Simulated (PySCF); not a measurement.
Species: C5H5F2O2P.
Atom-mapped SMILES: `[CH3:1][O:2][C:3]1=[CH:4][C:5]([F:6])=[C:7]([F:8])[P@@H:9]1=[O:10]`

NICS = −σ at a ghost point: NICS(0) at the centroid of the ring atoms, NICS(1) 1 Å to either side along the normal of their mean plane, zz for the tensor component along that normal. Level: GIAO PBE0/pcSseg-1 (PySCF, non-relativistic, gas phase) on the GFN2-xTB geometry, one conformer.

Ring bond lengths (Å), with Mayer bond orders in brackets: C3–C4 1.348 (1.69), C4–C5 1.446 (1.09), C5–C7 1.345 (1.65), C7–P9 1.818 (0.85), P9–C3 1.844 (0.80).

**Question.** What do the NICS probes read (ppm)?

**Answer.** 
| ring | type | NICS(0) | NICS(1), two faces | NICS(1)zz, two faces | rms pucker (Å) | centre to ring atoms, mean (Å) |
| --- | --- | --- | --- | --- | --- | --- |
| C3–C4–C5–C7–P9 | 5-membered ring with P; formal bonds 2 double, 3 single | -4.3 | -1.1 / -2.7 | 5.0 / 4.7 | 0.01 | 1.32 |

**Question.** What can be read from them?

**Answer.** 
- C3–C4–C5–C7–P9: mean NICS(1)zz 4.9 ppm, deshielded. P9 has four or more neighbours; no verdict on aromaticity is drawn.

**Question.** At the first NICS(1) probe listed for ring C3–C4–C5–C7–P9, 1 Å off the ring, what do the in-plane components average?

**Answer.** The isotropic value is a third of the trace: (3 × -1.1 − (5.0))/2 = -4.2 ppm.

**Question.** What are the shieldings of the ring atoms and their hydrogens in the same run (means over atoms taken as equivalent)?

**Answer.** 
| atoms | environment | σ isotropic (ppm) |
| --- | --- | --- |
| C3 | vinylic carbon bearing oxygen | 26.3 |
| C4 | alkene CH carbon | 78.6 |
| C5 | vinylic C–F carbon | 27.7 |
| C7 | vinylic C–F carbon | 46.0 |
| P9 | phosphoryl phosphorus | 355.9 |
| H on C4 | vinylic hydrogen | 26.08 |
| H on P9 | P–H hydrogen | 23.89 |

The values belong to the conformer `[CH3:1][O:2][C:3]1=[CH:4][C:5]([F:6])=[C:7]([F:8])[P@@H:9]1=[O:10]`: C1–O2–C3–C4 175°.
